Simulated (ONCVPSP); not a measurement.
# Reading a pseudo-wave (phosphorus (P))

Columns: radius, all-electron u(r) and pseudo u(r) of the 3p shell (level -5.49 eV) of phosphorus in the configuration [Ne] 3s2 3p3; PBEsol, non-relativistic, ONCV scheme, ONCVPSP 4.0.1.

```
r (bohr)  all-electron  pseudo
   0.088       -0.1099  0.0045
   0.175       -0.2382  0.0174
   0.262       -0.2949  0.0381
   0.350       -0.2825  0.0662
   0.438       -0.2218  0.1011
   0.525       -0.1345  0.1418
   0.612       -0.0348  0.1876
   0.700        0.0688  0.2375
   0.788        0.1689  0.2891
   0.875        0.2605  0.3405
   0.962        0.3430  0.3917
   1.050        0.4164  0.4427
   1.138        0.4798  0.4920
   1.225        0.5327  0.5374
   1.312        0.5762  0.5776
   1.400        0.6112  0.6116
   1.487        0.6378  0.6379
   1.575        0.6573  0.6573
   1.662        0.6701  0.6701
   1.750        0.6774  0.6774
   1.838        0.6796  0.6796
   1.925        0.6775  0.6775
   2.012        0.6719  0.6719
   2.100        0.6632  0.6632
   2.188        0.6519  0.6519
   2.275        0.6387  0.6387
```

How many radial nodes do the two functions have?

The all-electron 3p function has n − l − 1 = 1; the pseudo-wave has 0, since the states of the same l below it are removed with the core.

At about which radius was the pseudo-wave matched?

1.75 bohr. The columns agree to 0.0005 from 1.40 bohr on; several derivatives are matched, so the curves merge somewhat inside the radius.

Where does each function peak?

Outermost all-electron maximum near 1.84 bohr, pseudo maximum near 1.84 bohr (to the table’s step).

Is the pseudo-wave norm-conserving?

Yes: the ONCV scheme keeps the norm inside the radius equal to the all-electron one, which fixes the energy derivative of the logarithmic derivative at the level.
